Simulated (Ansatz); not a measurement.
Cl₄Zr (SMILES [Cl][Zr]([Cl])([Cl])[Cl]), singlet, at a GFN2-xTB geometry (such geometries of metal compounds can be far from the true shape) (core potentials on Zr); CAM-B3LYP/def2-SVP (Ansatz, a quantum-chemistry and plane-wave program).

Here is a job for Ansatz.
Ansatz 0.2 input:
```yaml
crystal:
  periodic: [false, false, false]
  atoms:
    - {symbol: Zr, position_ang: [-0.00000000, 0.00000000, 0.00000000]}
    - {symbol: Cl, position_ang: [1.79919529, -0.56519177, -1.22978742]}
    - {symbol: Cl, position_ang: [0.64651622, 0.46587134, 2.10568355]}
    - {symbol: Cl, position_ang: [-0.98544887, 1.81277582, -0.90092002]}
    - {symbol: Cl, position_ang: [-1.46026264, -1.71345538, 0.02502389]}
basis:
  gaussian:
    orbitals: def2-SVP
hamiltonian:
  xc: cam_b3lyp
output: {forces: true}
```

The log (banner, timings and long lists left out):

```
Functional definition: CAM-B3LYP
962 factors; integrals over basis functions are off by at most 6.8e-4 eV
293 factors; integrals over basis functions are off by at most 6.6e-6 eV
mean field evaluation 1: about -51362.4935 eV, gradient 2.4e1 eV
mean field evaluation 2: about -51360.4979 eV, gradient 3.9e1 eV
mean field evaluation 4: about -51364.1537 eV, gradient 8.7e-1 eV
mean field evaluation 8: about -51364.2359 eV, gradient 2.0e-2 eV
mean field evaluation 16: about -51364.2359 eV, gradient 1.8e-5 eV
mean field -51364.23588998 eV, -1887.6008530274 hartree, gradient 1.8e-5 eV, S^2 0.000000; 0 other end points of the search recorded, 0 dependent functions left out
the calculation of the forces begins
reference -51364.23604874 eV, -1887.6008588614 hartree; 40, 40 occupied and 63, 63 virtual orbitals, 962 factors
Total energy: -51364.23604874 eV, -1887.6008588614 hartree
Atom 0 at    -0.000000     0.000000     0.000000 Å, force     0.000001    -0.000000     0.000000 eV/Å
Atom 1 at     1.799195    -0.565192    -1.229787 Å, force     1.298339    -0.407855    -0.887442 eV/Å
Atom 2 at     0.646516     0.465871     2.105684 Å, force     0.466540     0.336183     1.519507 eV/Å
Atom 3 at    -0.985449     1.812776    -0.900920 Å, force    -0.711122     1.308139    -0.650124 eV/Å
Atom 4 at    -1.460263    -1.713455     0.025024 Å, force    -1.053758    -1.236467     0.018058 eV/Å
Dipole moment:     0.000000    -0.000000     0.000000 e Å
```
